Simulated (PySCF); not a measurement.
Computed shifts of a molecule C₃H₁₁NSi₂, PBE0/pcSseg-1 run with PySCF, GIAO, gas phase, atoms alike by connectivity averaged where their shifts nearly agree, in ppm (number of nuclei): ¹³C: 147.6 (1), 140.2 (1), 27.5 (1). ²⁹Si: -27.9 (1), -61.0 (1). ¹⁵N: 10.7 (1). ¹H: 6.18 (2), 5.03 (1), 4.63 (1), 4.46 (3), 2.54 (1), 1.97 (1), 0.53 (1), 0.07 (1). References: ¹³C against TMS (σ = 186.3 ppm); ²⁹Si against TMS (σ = 352.7 ppm); ¹⁵N against NH3 (σ = 267.4 ppm); ¹H against TMS (σ = 31.56 ppm), references at their B3LYP-D3(BJ)/def2-TZVP geometries, non-relativistic. Geometry: PBE0-D3(BJ)/def2-SVP. The values are those of a single conformer.

Question: Which molecule gave these data?
A) C=C([SiH3])C[SiH2]N
B) C/N=C\[Si@@H](C)[SiH3]
C) C[SiH2]C/C=N/[SiH3]
D) N[C@@]1([SiH3])CC[SiH2]1

Answer: A, C=C([SiH3])C[SiH2]N
